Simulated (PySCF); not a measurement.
## Two-dimensional NMR puzzle

Compound of formula C13H7N. Correlations simulated from computed shifts and couplings:

HSQC (one-bond C–H):
```
  δH     δC  $^{1}J$(C,H) (Hz)
7.84  121.1                170
7.67  126.1                168
7.63  123.0                168
7.62  124.5                169
7.50  123.7                168
7.45  123.5                168
7.27  133.1                182
```

COSY cross peaks (|J| ≥ 2 Hz):
```
  δH    δH  abs. J (Hz)  bonds
7.84  7.50          7.9      3
7.67  7.45          9.1      3
7.63  7.45          7.9      3
7.62  7.50          9.2      3
```

HMBC (two and three bonds, |J| ≥ 2.5 Hz):
```
  δH                                                δC [abs. J in Hz]
7.84                            124.5 [7.2], 119.3 [7.1], 107.5 [4.2]
7.67                            124.5 [4.4], 123.0 [9.0], 119.3 [6.6]
7.63                            133.1 [3.9], 126.1 [7.2], 119.3 [7.2]
7.62                            126.1 [4.4], 121.1 [9.0], 119.3 [6.6]
7.50                                         132.2 [8.6], 121.2 [9.2]
7.45                                         131.3 [8.4], 121.2 [9.1]
7.27  132.2 [9.6], 131.3 [5.8], 119.3 [6.6], 111.4 [4.9], 107.5 [2.6]
```

Carbons without hydrogens: δ 132.2, 131.3, 121.2, 119.3, 111.4, 107.5.

PySCF calculation with shielding tensors at KT2/pcSseg-1 (GIAO), PBE0-D3(BJ)/def2-SVP structure and B3LYP/pcJ-1 coupling constants (without the spin–dipole term); one computed conformer, no relativistic terms, no solvent.

References, each an isolated molecule treated in the same way: TMS for $^{1}$H (31.18 ppm) and $^{13}$C (183.22 ppm).

Exchangeable hydrogens are left out of these lists, and C,H couplings along chains are those of one rotamer, so weak HMBC peaks may be missing or extra.

Q: Assemble the structure.

A: `N#CC1=Cc2cccc3cccc1c23`.

Atoms are numbered as in `[N:1]#[C:2][C:3]1=[CH:4][c:5]2[cH:6][cH:7][cH:8][c:9]3[cH:10][cH:11][cH:12][c:13]1[c:14]23`. Each H is labelled by its parent atom.

1. δC 133.1 is C4, an alkene CH (δH 7.27).
2. δC 132.2 is C13, a substituted aromatic carbon.
3. δC 131.3 is C5, a substituted aromatic carbon.
4. δC 126.1 is C8, an aromatic CH (δH 7.67).
5. δC 124.5 is C10, an aromatic CH (δH 7.62).
6. δC 123.7 is C11, an aromatic CH (δH 7.50).
7. δC 123.5 is C7, an aromatic CH (δH 7.45).
8. δC 123.0 is C6, an aromatic CH (δH 7.63).
9. δC 121.2 is C9, a ring-fusion aromatic carbon.
10. δC 121.1 is C12, an aromatic CH (δH 7.84).
11. δC 119.3 is C14, a ring-fusion aromatic carbon.
12. δC 111.4 is C2, a nitrile carbon.
13. δC 107.5 is C3, a fully substituted alkene carbon.
14. HMBC from δH 7.84 reaches the proton-free carbons C14, C3.
15. HMBC from δH 7.67 reaches the proton-free carbon C14.
16. HMBC from δH 7.63 reaches the proton-free carbon C14.
17. HMBC from δH 7.62 reaches the proton-free carbon C14.
18. COSY links 7.84–7.50, 7.67–7.45, 7.63–7.45, 7.62–7.50.

The shifts were computed for this structure.

Unscaled 3J(H,H) at this level run about 10 % above measured values. Shifts are as computed. Against solution values, carbons near 30 ppm lie about +2 ppm off and those near 130 ppm about -5 ppm. Of 1211 compounds with measured shifts, 218 miss one by over three times the rms of a fit or turn the order of signals round; such compounds aren't used in these exercises.
